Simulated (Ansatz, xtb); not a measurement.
Molecule: sum formula NbO2F, charge 1, multiplicity 2. The spin state was set by rule; other spins were not relaxed. SMILES of the parent species: [O]=[Nb](=[O])[F]
Structure (B3LYP-D3(BJ)/def2-TZVP (Ansatz, a program for electronic structure) minimum search):
```
Nb
O 1 1.7402
O 1 1.7553 2 94.59
F 1 1.8307 2 109.03 3 -112.09
```
Charge +1, spin multiplicity 2.

Harmonic wavenumbers from GFN2-xTB (xtb, at its own minimum), cm⁻¹: 194, 201, 215, 382, 616, 665.

### Question
Give the harmonic wavenumbers at B3LYP-D3(BJ)/def2-TZVP (Ansatz, finite differences of forces, unscaled).

### Answer
41, 210, 231, 243, 758, 951 cm⁻¹. Zero-point energy 3.5 kcal/mol.

### Question
From these and the geometry, give the ideal-gas thermochemistry at 298.15 K and 1 atm (rigid rotor, harmonic oscillator).

### Answer
Point group C1, rotational symmetry number 1. Rotational constants 7.206, 5.101, 3.757 GHz. S(trans) 40.80, S(rot) 25.26, S(vib) 11.24, S(elec, spin only) 1.38, S 78.7 cal/(mol K). H(298) - H(0) 3.97 kcal/mol; G - E(el) -16.0 kcal/mol.
